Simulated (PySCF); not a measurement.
Be(Br)(GeH3) (BeBrGeH₃), SMILES [GeH3][Be][Br]. Atoms are numbered in the order given.

```xyz
6

Be     0.0000     0.0000    -0.1341
Br     0.0000     0.0000    -2.0899
Ge     0.0000     0.0000     2.0559
H      1.2345     0.7127     2.6318
H     -1.2345     0.7127     2.6318
H      0.0000    -1.4255     2.6318
```
Charge 0, spin multiplicity 1.

Geometry: ωB97X-D3(BJ)/def2-TZVP.

All values below come from TDA-CAM-B3LYP/def2-SVPD (PySCF 2.14.0).

Vertical excitations; the highest root listed may be one member of a degenerate set. The molecule is in vacuum. State labels are in the subgroup Cs.

```csv
state,symmetry,energy (eV),λ (nm),f,main pairs
S1,A',6.00,207,0.056,HOMO→LUMO (degenerate set)
S2,A",6.00,207,0.056,HOMO→LUMO+1 (degenerate set)
S3,A",6.52,190,0.000,"HOMO−2→LUMO 47 %, HOMO−1→LUMO+1 47 %"
S4,A",6.60,188,0.000,"HOMO−1→LUMO+1, HOMO−2→LUMO (degenerate set)"
S5,A',6.60,188,0.000,"HOMO−1→LUMO, HOMO−2→LUMO+1 (degenerate set)"
S6,A',7.02,177,0.181,HOMO→LUMO+2 83 %
S7,A",7.40,168,0.000,"HOMO−3→LUMO+1 47 %, HOMO−4→LUMO 47 %"
S8,A',7.61,163,0.018,"HOMO−4→LUMO+1, HOMO−3→LUMO (degenerate set)"
S9,A",7.61,163,0.018,"HOMO−4→LUMO, HOMO−3→LUMO+1 (degenerate set)"
S10,A',7.66,162,0.745,"HOMO−1→LUMO 40 %, HOMO−2→LUMO+1 40 %"
T1,A',4.84,256,0,HOMO→LUMO (degenerate set)
T2,A",4.84,256,0,HOMO→LUMO+1 (degenerate set)
T3,A',6.14,202,0,"HOMO−1→LUMO 45 %, HOMO−2→LUMO+1 45 %"
T4,A",6.32,196,0,"HOMO−2→LUMO 47 %, HOMO−1→LUMO+1 47 %"
```
Triplets are in the Tamm–Dancoff approximation.
